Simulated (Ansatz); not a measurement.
Coupled-cluster diagnostics for Al4Sb3⁺, Ansatz.

Geometry of the singlet (PBE-D4/def2-SVP):

Cartesian coordinates in Å:
```
Al -0.755 0.732 0.891
Al 0.411 -0.887 -1.580
Al 0.343 -1.367 2.118
Al -0.396 1.752 -1.401
Sb 1.079 0.906 -3.294
Sb -1.189 -2.061 0.085
Sb 0.508 0.925 3.181
```

In the def2 sets Sb takes a core potential; there is no spin–orbit coupling. Correlated methods freeze 32 core orbitals; core or outer-core shells of Sb are correlated, in sets that lack core-valence functions. Another isomer (singlet) lies 0.95 eV lower at PBE0-D4/def2-TZVP; other spin states weren't run for this one.

Estimate the CCSD(T) correlation energy, the shares of MP2 and (T), T1 and the reference's ⟨S²⟩ for: charge 1, singlet, own geometry in def2-SVP; and the rough time on 4 threads of Arm Neoverse V2 on a shared host.


```
                          state     basis  correlation (eV)  MP2 share (%)  (T) share (%)     T1  ⟨S²⟩ (pure)  wall time                                    remarks
charge 1, singlet, own geometry  def2-SVP           -17.310           88.9            7.2  0.024  0.00 (0.00)       38 s  large T1 (0.024), restricted SCF unstable
```
Customary marks for T1 are 0.02 (closed shells), 0.045 (open shells) and about 0.05 (3d metals). T1 exceeds 0.02 in 1 of 1 rows and 0.045 in 0; the higher it lies, the less the single-reference result can be trusted.
